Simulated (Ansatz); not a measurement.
`O[SiH](F)[SiH2]I` + H₂S → `O[SiH](F)S` + `[SiH3]I`  (cleavage of the Si–Si bond)

Program: Ansatz. Geometries: PBE0-D4/def2-TZVP. ΔE: electronic, gas phase. CCSD(T)/CBS adds triple-zeta CCSD(T) − MP2 to the extrapolated MP2 energy (def2 sets, frozen cores). This one scheme is used for every species. Functionals use def2-TZVPP. B3LYP here is the variant with VWN-RPA as its local correlation; programs differ in this. def2 core potentials past Kr. For I outer-core shells are correlated without core-valence functions, which leaves a few kJ/mol of doubt a bond. Each species was taken in one conformer, which may not be the lowest.

| level | ΔE (eV) |
| --- | --- |
| B97M-V | -0.72 |
| B3LYP | -0.75 |

(1) What does CCSD(T)/CBS give? (An estimate is asked.)

Largest T1 diagnostic among the species: 0.012.

## Answers

(1) Ansatz gave: -0.73 eV. The listed levels differ from it by 0.01, -0.02 eV.

Leaving LDA and LC-ωPBE aside and taking each functional with its dispersion term where it has one, the values, not all of them listed here, spread over 0.17 eV, from B2PLYP to PBE-D4. In def2-TZVPP, CCSD(T) changes the Hartree–Fock value by +0.15 eV (the triples alone add +0.02 eV) and MP2 by +0.08 eV.
